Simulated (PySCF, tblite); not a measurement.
Isomers of C4H16OSi3, one GFN2-xTB conformer each. Single-point energies are computed at PBE0/pcSseg-1 (PySCF, gas phase, no added dispersion term), electronic only.

**Question.** Rank them by PBE0/pcSseg-1 energy, lowest first (kJ/mol).
A. `[OH:1][CH2:2][C@@H:3]([SiH3:4])[CH2:5][SiH2:6][CH2:7][SiH3:8]` with H–O1–C2–C3 64°, O1–C2–C3–Si4 39°, C2–C3–C5–Si6 171°, C3–C5–Si6–C7 -36°, C5–Si6–C7–Si8 180°
B. `[CH3:1][CH:2]([CH3:3])[O:4][SiH2:5][CH:6]([SiH3:7])[SiH3:8]` with C1–C2–O4–Si5 90°, C2–O4–Si5–C6 -178°, O4–Si5–C6–Si7 53°

**Answer.** B (0.0), A (127.1).

As drawn, the lower has an Si–O bond, which the higher lacks; the higher has an O–H bond, which the lower lacks. GFN2-xTB itself gives, in the same order: 0.0, 191.6. Both levels put the same isomer lowest.

**Question.** Which frontier levels, dipoles and rotational constants go with these structures?

**Answer.** 
```tsv
SMILES	HOMO (eV, PBE0/pcSseg-1)	LUMO (eV)	dipole (D)	A, B, C (MHz)
CC(C)O[SiH2]C([SiH3])[SiH3]	-8.04	0.24	1.50	2034, 556.4, 495.7
OC[C@@H]([SiH3])C[SiH2]C[SiH3]	-7.80	0.41	1.84	2118, 451.1, 431.1
```

**Question.** What happens when harmonic zero-point energies from GFN2-xTB frequencies are added?

**Answer.** 
```json
{"SMILES": "CC(C)O[SiH2]C([SiH3])[SiH3]", "ZPE (kJ/mol)": "467.6", "electronic (kJ/mol)": "0.0", "with ZPE (kJ/mol)": "0.0"}
{"SMILES": "OC[C@@H]([SiH3])C[SiH2]C[SiH3]", "ZPE (kJ/mol)": "467.3", "electronic (kJ/mol)": "127.1", "with ZPE (kJ/mol)": "126.8"}
```

The zero-point energies span 0.3 kJ/mol. The order is unchanged.
